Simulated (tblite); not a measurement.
Compound: C₃H₆NSi₂ (doublet state).
Cartesian coordinates in Å at the GFN2-xTB level; atoms count from 1:
```xyz
12
C3H6NSi2 angstrom
N      2.7585   -1.3928    0.1661
C      1.7860   -0.8354    0.4166
C      0.5834   -0.1566    0.6864
Si    -1.0234   -1.0792    0.0832
C     -1.3718    0.5450   -0.7823
Si     0.2602    1.3991   -0.4413
H      0.5478    0.0871    1.7479
H     -1.9080   -1.4859    1.1791
H     -0.7310   -2.2166   -0.7860
H     -2.3259    0.9872   -1.0264
H      1.1849    1.4838   -1.5697
H      0.2404    2.6636    0.3005
```

All values are computed: GFN2-xTB (tblite) harmonic vibrations without scaling, gas phase. Against measured fundamentals such values can be off by several per cent, at times by over 20. Modes of hydrogen on silicon can be 10 to 20 % off. One conformer, not necessarily the lowest. Open shells enter through the occupations alone, without spin polarisation, and single modes of such species can be off by tens of per cent.

Harmonic wavenumbers (cm⁻¹): 83.4, 126.5, 171.9, 293.8, 399.2, 403.4, 427.1, 436.5, 458.4, 467.5, 492.7, 560.8, 614.2, 686.5, 687.6, 762.8, 769.9, 785.7, 808.3, 949.7, 1026.1, 1072.2, 1169.5, 2220.8, 2226.5, 2273.1, 2276.3, 2367.6, 2966.3, 3053.9.

A = 3361, B = 2047, C = 1392 MHz; mass 112.004 u (most abundant isotopes); point group Cs, symmetry number 1; spin multiplicity 2.

**Question.** Zero-point energy?

**Answer.** Half the sum of the wavenumbers: 15519 cm⁻¹ = 185.65 kJ/mol.

**Question.** What is S at 400 K and 1 bar for an ideal gas of classical rigid rotors and harmonic oscillators?

**Answer.** Translation 173.81, rotation 120.43, vibration 115.44, spin (R ln 2) 5.76: S = 415.4 J/(mol K).

**Question.** And Cp and H(400 K) − H(0)?

**Answer.** Cp = 164.63 J/(mol K), of which vibrations give 131.37 (their classical limit is 30 R = 249.4); H(400 K) − H(0) = 39.66 kJ/mol without the zero-point energy, 26.36 from vibrations.

**Question.** Blend soft modes into free rotors: weight 1/[1 + (100 cm⁻¹/ν̃)⁴] for the oscillator and the rest for a rotor with moment μB/(μ + B), μ = h/(8π²ν), B = 10⁻⁴⁴ kg m². What vibrational entropy results?

**Answer.** 111.57 J/(mol K) in place of 115.44, which changes −T·S at 400 K by +1.55 kJ/mol.

**Question.** Which modes carry the vibrational entropy at 400 K?

**Answer.** 83.4 cm⁻¹: 18.36; 126.5 cm⁻¹: 14.93; 171.9 cm⁻¹: 12.44; 293.8 cm⁻¹: 8.23; 399.2 cm⁻¹: 5.99; 403.4 cm⁻¹: 5.91 J/(mol K); the other 24 give 49.58 together.

Hindered rotation and anharmonicity are outside this model. Other conformers, if any are populated, would add a mixing term that is left out.
